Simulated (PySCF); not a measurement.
# Deuteron quadrupole couplings in `CC1=CC[P@](C)(=S)C1`

Species: C6H11PS.
Structure used (PBE0-D3(BJ)/def2-SVP), in Å, numbered top down from 1:
```
atom  x, y, z in Å
C1     2.581   -0.169   -0.630
C2     1.235    0.174   -0.086
C3     0.539    1.286   -0.383
C4    -0.790    1.473    0.285
P5    -1.190   -0.213    0.930
C6    -1.933   -1.062   -0.500
S7    -2.196   -0.384    2.584
C8     0.574   -0.759    0.896
H9     2.939    0.590   -1.339
H10    2.561   -1.145   -1.144
H11    3.321   -0.259    0.184
H12    0.928    2.039   -1.076
H13   -0.744    2.157    1.150
H14   -1.584    1.844   -0.383
H15   -2.939   -0.652   -0.663
H16   -2.029   -2.130   -0.257
H17   -1.316   -0.930   -1.401
H18    0.659   -1.822    0.617
H19    0.983   -0.655    1.916
```

Level: PBE0/pcSseg-1 (PySCF, non-relativistic); Q(2H) = 0.00286 b; rigid geometry, the same for H and D, with no vibrational averaging.

Q: What are Vzz, η and χzz (234.96 MHz × Q × Vzz) at all hydrogens?

A: 
```json
{"atom": "H9", "bonded to": "C1", "bond length (Å)": "1.099", "Vzz (au)": "0.2934", "η": "0.03", "χzz (kHz)": "197"}
{"atom": "H10", "bonded to": "C1", "bond length (Å)": "1.103", "Vzz (au)": "0.2872", "η": "0.03", "χzz (kHz)": "193"}
{"atom": "H11", "bonded to": "C1", "bond length (Å)": "1.103", "Vzz (au)": "0.2868", "η": "0.03", "χzz (kHz)": "193"}
{"atom": "H12", "bonded to": "C3", "bond length (Å)": "1.095", "Vzz (au)": "0.3031", "η": "0.07", "χzz (kHz)": "204"}
{"atom": "H13", "bonded to": "C4", "bond length (Å)": "1.104", "Vzz (au)": "0.2839", "η": "0.00", "χzz (kHz)": "191"}
{"atom": "H14", "bonded to": "C4", "bond length (Å)": "1.102", "Vzz (au)": "0.2897", "η": "0.02", "χzz (kHz)": "195"}
{"atom": "H15", "bonded to": "C6", "bond length (Å)": "1.099", "Vzz (au)": "0.2943", "η": "0.02", "χzz (kHz)": "198"}
{"atom": "H16", "bonded to": "C6", "bond length (Å)": "1.099", "Vzz (au)": "0.2943", "η": "0.02", "χzz (kHz)": "198"}
{"atom": "H17", "bonded to": "C6", "bond length (Å)": "1.100", "Vzz (au)": "0.2916", "η": "0.00", "χzz (kHz)": "196"}
{"atom": "H18", "bonded to": "C8", "bond length (Å)": "1.102", "Vzz (au)": "0.2885", "η": "0.02", "χzz (kHz)": "194"}
{"atom": "H19", "bonded to": "C8", "bond length (Å)": "1.104", "Vzz (au)": "0.2845", "η": "0.00", "χzz (kHz)": "191"}
```

Q: How does χzz go with the bond length over the 11 C–H bonds?

A: A straight-line fit has a slope of -13.4 kHz for each 0.01 Å, with a correlation coefficient of -0.99, over lengths from 1.095 to 1.104 Å. The longer bonds have the smaller couplings here.

Q: Give the 2H NMR doublet splittings at H11 for a magnetic field along the z, y and x axes of the gradient: 3χ/2, 3χ(1 + η)/4, 3χ(1 − η)/4.

A: With |χ| = 192.7 kHz and η = 0.027: 289, 148 and 141 kHz, to first order and without motion.

The structure is a single PBE0-D3(BJ)/def2-SVP conformer in the gas phase; no vibrational or solvent corrections. With a basis this small, the couplings can be 20 % off.
